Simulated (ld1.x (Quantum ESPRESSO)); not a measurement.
## Configuration tests for Ni (RRKJ)

```json
{
 "Element": "nickel (Ni)",
 "Generator": "ld1.x (Quantum ESPRESSO) 7.5",
 "Type": "norm-conserving RRKJ (Kleinman–Bylander form)",
 "Functional": "LDA (PZ)",
 "Relativity": "scalar-relativistic",
 "Frozen core": "[Ar]",
 "Valence charge": "10",
 "Reference configuration": "3d8 4s2 4p0",
 "Partial waves": "4p (bound, empty): rc 2.40 bohr; 3d (bound): rc 1.05 bohr; 4s (bound): rc 1.55 bohr",
 "Local potential": "the s channel",
 "Core correction": "Bessel-smoothed model core inside 0.75 bohr",
 "rho0": "0.01"
}
```

Energies are relative to the spin-unpolarised reference configuration 3d8 4s2 4p0; without spin polarisation the order of configurations can differ from experiment. Spin-polarised rows fill each open shell by Hund’s rule, majority spin first.

```tsv
valence configuration	charge	ΔE all-electron (eV)	error AE − PS (meV)
3d8 4s0 4p0	+2	27.260	-34
3d7 4s0 4p0	+3	65.058	-482
3d9 4s1 4p0	0	-1.629	-235
3d7 4s2 4p1	0	10.656	-411
3d8 4s0 4p2	0	9.678	-7.2
3d8 4s2 4p0 (spin-polarised)	0	-0.912	+32
3d8 4s1 4p0 (spin-polarised)	+1	8.231	+25
```

What are ΔE and the potential's error for 3d8 4s1 4p0?

ΔE = 9.601 eV all-electron; the error (AE − PS) is -4.7 meV.

What are ΔE and the potential's error for 3d7 4s2 4p0?

ΔE = 16.406 eV all-electron; the error (AE − PS) is -314 meV.
